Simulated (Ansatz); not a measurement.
`O=[CH][GeH2][Cl]`. The species carries charge 0 and has multiplicity 1. The geometry is a stationary point of PBE0-D4/def2-TZVP. It is one conformer, not always the lowest.

```xyz
7

O    -0.747   -0.936    1.801
C    -0.608    0.004    1.073
Ge    0.414   -0.166   -0.647
Cl    0.364    1.784   -1.567
H    -1.038    1.000    1.321
H     1.880   -0.529   -0.384
H    -0.266   -1.157   -1.598
```

Q: What is the dipole moment at PBE/def2-TZVPP? (An estimate is asked.)

A: Computed: 0.36 D, with components (0.19, -0.21, -0.22) D in this frame, pointing from negative to positive charge.

Q: And with r2SCAN, B3LYP, ωB97M-V? (An estimate is asked.)

A: Ansatz gave: r2SCAN 0.41 D, B3LYP 0.48 D, ωB97M-V 0.55 D.

Q: Give the Mulliken charges with PBE, ωB97M-V, B3LYP in def2-TZVPP. (An estimate is asked.)

A: The calculation gave: 
```json
{"atom": "O1", "PBE": "-0.17", "ωB97M-V": "-0.22", "B3LYP": "-0.21"}
{"atom": "C2", "PBE": "0.05", "ωB97M-V": "0.05", "B3LYP": "0.05"}
{"atom": "Ge3", "PBE": "0.31", "ωB97M-V": "0.27", "B3LYP": "0.34"}
{"atom": "Cl4", "PBE": "-0.30", "ωB97M-V": "-0.28", "B3LYP": "-0.31"}
{"atom": "H5", "PBE": "0.07", "ωB97M-V": "0.10", "B3LYP": "0.09"}
{"atom": "H6", "PBE": "0.02", "ωB97M-V": "0.04", "B3LYP": "0.02"}
{"atom": "H7", "PBE": "0.02", "ωB97M-V": "0.04", "B3LYP": "0.02"}
```

B3LYP here is the variant with VWN-RPA as its local correlation; programs differ in this.
